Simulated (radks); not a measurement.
The numbers below are computed, except where a source is named.
Ionisation of the cadmium ion Cd8+, [Kr] 4d4, to Cd9+, [Kr] 4d3, under several functionals. Dirac Kohn-Sham, spin-unpolarised, spherical densities, finite nucleus; open shells are shared between the two j in proportion to 2j + 1; a radial shooting solver on a logarithmic mesh with Libxc functionals.

functional	E(Cd8+) (hartree)	Exc (hartree)	IE (eV)	-e(HOMO) (eV)	<r> HOMO (bohr)	IE error (eV)
Wu-Cohen GGA	-5576.16393	-148.86334	150.33	139.22	1.023	+0.3
SOGGA	-5573.95875	-146.63049	150.18	139.07	1.023	+0.2
PBE	-5576.88138	-149.58743	150.33	139.22	1.024	+0.3
B86b exchange with PBE correlation	-5577.54492	-150.25963	150.36	139.26	1.024	+0.4
LDA (Slater exchange, Perdew-Zunger correlation)	-5571.76656	-144.40419	150.48	139.37	1.024	+0.5
revPBE	-5577.13291	-149.84575	150.29	139.18	1.023	+0.3
LDA (Slater exchange, VWN5 correlation)	-5571.78457	-144.42208	150.50	139.39	1.024	+0.5

NIST Atomic Spectra Database: 150 eV (theoretical). Closest: SOGGA. The Delta-SCF values span 0.32 eV, the total energies 5.78 hartree. The highest occupied level is 4d5/2. Spin polarisation and multiplet splitting are left out, so open shells lie too high by an amount that depends on their filling. Sharing an open shell by 2j + 1 raises it above the true ground level by a part of the spin-orbit splitting, which enters the differences from NIST.

Beside tabulated values, note that spin-unpolarised runs miss the spin-polarisation part of the exchange energy of open shells.
